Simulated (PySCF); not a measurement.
Isomers of C6H12S, one GFN2-xTB conformer each. Single-point energies are computed at PBE0/pcSseg-1 (PySCF, gas phase, no added dispersion term), electronic only.

| SMILES | GFN2-xTB relative energy (kJ/mol) |
| --- | --- |
| C/C=C(/CC)SC | 116.6 |
| CSCCC1CC1 | 119.1 |
| CC1CCSCC1 | 0.0 |
| CC(C)SC1CC1 | 114.3 |
| C1CCCSCC1 | 26.6 |
| CCC[C@@H]1CCS1 | 61.4 |
| CS[C@@H]1CC[C@H]1C | 78.6 |

Conformers: `[CH3:1]/[CH:2]=[C:3](/[CH2:4][CH3:5])[S:6][CH3:7]` with C2–C3–C4–C5 -103°, C2–C3–S6–C7 -91°; `[CH3:1][S:2][CH2:3][CH2:4][CH:5]1[CH2:6][CH2:7]1` with C1–S2–C3–C4 -72°, S2–C3–C4–C5 -177°, C3–C4–C5–C6 -155°; `[CH3:1][CH:2]1[CH2:3][CH2:4][S:5][CH2:6][CH2:7]1` with C1–C2–C3–C4 176°, C2–C3–C4–S5 64°, C3–C4–S5–C6 -57°, C4–S5–C6–C7 57°; `[CH3:1][CH:2]([CH3:3])[S:4][CH:5]1[CH2:6][CH2:7]1` with C1–C2–S4–C5 80°, C2–S4–C5–C6 73°; `[CH2:1]1[CH2:2][CH2:3][CH2:4][S:5][CH2:6][CH2:7]1` with C7–C1–C2–C3 98°, C1–C2–C3–C4 -72°, C2–C3–C4–S5 60°, C3–C4–S5–C6 -75°; `[CH3:1][CH2:2][CH2:3][C@@H:4]1[CH2:5][CH2:6][S:7]1` with C1–C2–C3–C4 -176°, C2–C3–C4–C5 173°, C3–C4–C5–C6 -107°, C4–C5–C6–S7 -10°, C5–C6–S7–C4 8°, C3–C4–S7–C6 111°; `[CH3:1][S:2][C@@H:3]1[CH2:4][CH2:5][C@H:6]1[CH3:7]` with C1–S2–C3–C4 -75°, S2–C3–C4–C5 -131°, C3–C4–C5–C6 12°, C4–C5–C6–C7 -132°, S2–C3–C6–C5 133°.

Task: What does PBE0/pcSseg-1 give for the same structures?

Result: 
```json
{"SMILES": "CC1CCSCC1", "PBE0/pcSseg-1 E (Eh)": "-633.58968", "PBE0/pcSseg-1 (kJ/mol)": "0.0", "GFN2-xTB (kJ/mol)": "0.0", "point group": "Cs"}
{"SMILES": "C1CCCSCC1", "PBE0/pcSseg-1 E (Eh)": "-633.58011", "PBE0/pcSseg-1 (kJ/mol)": "25.1", "GFN2-xTB (kJ/mol)": "26.6", "point group": "C1"}
{"SMILES": "CCC[C@@H]1CCS1", "PBE0/pcSseg-1 E (Eh)": "-633.56074", "PBE0/pcSseg-1 (kJ/mol)": "76.0", "GFN2-xTB (kJ/mol)": "61.4", "point group": "C1"}
{"SMILES": "C/C=C(/CC)SC", "PBE0/pcSseg-1 E (Eh)": "-633.55504", "PBE0/pcSseg-1 (kJ/mol)": "90.9", "GFN2-xTB (kJ/mol)": "116.6", "point group": "C1"}
{"SMILES": "CS[C@@H]1CC[C@H]1C", "PBE0/pcSseg-1 E (Eh)": "-633.55249", "PBE0/pcSseg-1 (kJ/mol)": "97.6", "GFN2-xTB (kJ/mol)": "78.6", "point group": "C1"}
{"SMILES": "CC(C)SC1CC1", "PBE0/pcSseg-1 E (Eh)": "-633.54800", "PBE0/pcSseg-1 (kJ/mol)": "109.4", "GFN2-xTB (kJ/mol)": "114.3", "point group": "C1"}
{"SMILES": "CSCCC1CC1", "PBE0/pcSseg-1 E (Eh)": "-633.54493", "PBE0/pcSseg-1 (kJ/mol)": "117.5", "GFN2-xTB (kJ/mol)": "119.1", "point group": "C1"}
```

Both levels put the same isomer lowest; measured from each level's own lowest isomer, the values differ by up to 25.7 kJ/mol (C/C=C(/CC)SC: 116.6 against 90.9). As drawn, the highest has a three-membered ring, which the lowest lacks. Neighbours under 10 kJ/mol apart (C/C=C(/CC)SC and CS[C@@H]1CC[C@H]1C; CC(C)SC1CC1 and CSCCC1CC1) can change places with a better method, another conformer or zero-point energy.

Task: Which frontier levels, dipoles and rotational constants go with these structures?

Result: 
| SMILES | HOMO (eV, PBE0/pcSseg-1) | LUMO (eV) | dipole (D) | A, B, C (MHz) |
| --- | --- | --- | --- | --- |
| CC1CCSCC1 | -6.21 | 1.26 | 1.90 | 3915, 1651, 1271 |
| C1CCCSCC1 | -6.21 | 1.22 | 1.79 | 2610, 2407, 1460 |
| CCC[C@@H]1CCS1 | -6.25 | 0.33 | 1.93 | 4585, 1180, 1039 |
| C/C=C(/CC)SC | -6.38 | 0.07 | 1.65 | 2289, 1797, 1220 |
| CS[C@@H]1CC[C@H]1C | -6.15 | 0.87 | 1.59 | 3817, 1383, 1150 |
| CC(C)SC1CC1 | -6.28 | 0.98 | 1.71 | 4239, 1233, 1177 |
| CSCCC1CC1 | -6.21 | 1.22 | 1.73 | 5467, 891.3, 848.8 |
